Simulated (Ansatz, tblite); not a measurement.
Isomers of Rb2F3⁻ (singlet), found by a short tight-binding search and relaxed with PBE0-D4/def2-SVPD in Ansatz.

In the def2 sets Rb takes a core potential; there is no spin–orbit coupling. The xTB rows come from tblite. Correlated methods freeze 3 core orbitals; core or outer-core shells of Rb are correlated, in sets that lack core-valence functions.

Other spin states were run for one of them alone.

A:

```csv
atom,x (Å),y (Å),z (Å)
Rb1,1.273,1.487,-1.840
Rb2,-0.510,-0.605,0.751
F3,1.706,-0.800,-0.961
F4,-0.719,1.932,-0.420
F5,-1.750,-2.013,2.469
```

B:

```xyz
5

Rb   -2.4902   -0.1560    0.7534
Rb    2.4931    0.1527   -0.7462
F    -4.8818   -0.3018    1.4595
F     0.0017    0.0020    0.0079
F     4.8772    0.3032   -1.4747
```

Task: Estimate their order by electronic energy at CCSD(T)/def2-TZVPD, counted from the lowest.

Result: A (0.0) < B (4.7), in kJ/mol.

Task: Do the other levels pick the same lowest one?

Result: Not GFN2-xTB, HF/def2-TZVPD. Energies above each level's lowest (kJ/mol):

```tsv
level	A	B
GFN2-xTB	12.7	0.0
HF/def2-TZVPD	4.1	0.0
PBE-D4/def2-TZVPD	0.0	2.6
r2SCAN-D4/def2-TZVPD	0.0	5.1
PBE0-D4/def2-TZVPD	0.0	2.0
BHLYP-D4/def2-TZVPD	0.0	3.8
CAM-B3LYP-D4/def2-TZVPD	0.0	2.1
MP2/def2-TZVPD	0.0	4.0
CCSD/def2-TZVPD	0.0	4.4
CCSD(T)/def2-TZVPD	0.0	4.7
```
Point groups (tolerance 0.1 Å): A not assigned, B D∞h. Lower isomers may exist.
